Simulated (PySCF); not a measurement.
BH3N, SMILES N[BH] (connectivity only; charge and spin as stated), charge +1, multiplicity 1.

Geometry: TPSSh-D3(BJ)/def2-TZVP. The multiplicity is an assumed one; other spin states were not compared. The isomer is the one that the SMILES or the coordinates give; other isomers of the formula were not compared.

Level of theory: PySCF with TDDFT-ωB97X/def2-TZVPD.

Vertical excitations. The molecule is in vacuum. State labels are in the subgroup C2v.

```csv
state,symmetry,energy (eV),λ (nm),f,main pairs
S1,A2,5.99,207,0.000,HOMO→LUMO 99 %
S2,A1,9.13,136,0.188,HOMO→LUMO+1 91 %
S3,B2,9.51,130,0.046,HOMO−1→LUMO 98 %
S4,B1,10.16,122,0.060,HOMO→LUMO+2 91 %
S5,B1,11.23,110,0.082,HOMO−1→LUMO+1 92 %
S6,A2,12.17,102,0.000,HOMO→LUMO+4 93 %
S7,A1,12.59,98,0.285,HOMO−2→LUMO 88 %
S8,B1,12.65,98,0.017,HOMO→LUMO+5 78 %
S9,B2,12.80,97,0.091,HOMO−3→LUMO 92 %
S10,A2,13.16,94,0.000,HOMO−2→LUMO+1 97 %
T1,A2,5.79,214,0,HOMO→LUMO 98 %
T2,A1,6.62,187,0,HOMO→LUMO+1 96 %
T3,B2,8.18,152,0,HOMO−1→LUMO 97 %
T4,B1,9.68,128,0,HOMO→LUMO+2 82 %
```
Triplets are in the Tamm–Dancoff approximation, which puts them higher than full response would, so one can lie above its singlet here.
